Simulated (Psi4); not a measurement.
Worked example: ideal-gas entropy of CH4BFOSi (SMILES O=CB[SiH2]F)

A singlet with charge 0, relaxed at MP2/def2-SVP (density fitting, density fitting for correlation), 9 core orbitals frozen (Psi4 1.11):

```xyz
9

O    -0.7584    0.7326    1.6371
C    -0.1225    1.4656    0.8595
B     0.6188    0.1663    0.5316
Si   -0.0720   -1.0188   -0.9358
F    -1.3882   -0.2951   -1.6051
H    -0.3111    2.5476    0.7550
H     1.6029   -0.0780    1.1817
H     0.9346   -1.2014   -2.0098
H    -0.5015   -2.3542   -0.4590
```

Harmonic wavenumbers in cm⁻¹: 60, 100, 200, 252, 370, 545, 615, 762, 787, 855, 912, 954, 994, 1009, 1116, 1373, 1662, 2303, 2312, 2679, 3148.

Masses in u: O 15.999, C 12.011, B 10.81, Si 28.085, F 18.998, H 1.008. Take T = 298.15 K, p = 1 bar, R = 8.3145 J/(mol K), kT/hc = 207.22 cm⁻¹, rigid rotor and harmonic oscillator.

Question: Work out S° at 298 K.

Answer: 
1. Translation (Sackur–Tetrode): S = R[3/2 ln M + 5/2 ln T − 1.1517] with M = 89.935 gives 165.0 J/(mol K).
2. Rotation: principal moments 65.096, 204.072, 235.926 u Å² give A, B, C = 0.259, 0.0826, 0.0715 cm⁻¹; the symmetry number is σ = 1; q = (√π/σ)√((kT/hc)³/ABC) = 135185; S = R(ln q + 3/2) = 110.7.
3. Vibration: with u = ν̃/207.22, each mode gives R[u/(eᵘ − 1) − ln(1 − e⁻ᵘ)]; the sum is 62.6, most from 60 cm⁻¹ (18.6), 100 cm⁻¹ (14.5), 200 cm⁻¹ (8.9).
4. Spin and the two mirror images of this shape: R ln 2 = 5.8.
5. Sum: 165.0 + 110.7 + 62.6 + 5.8 = 344.1 J/(mol K).

No measured value is set beside it here. Where a soft mode is a torsion, a harmonic oscillator describes it poorly.
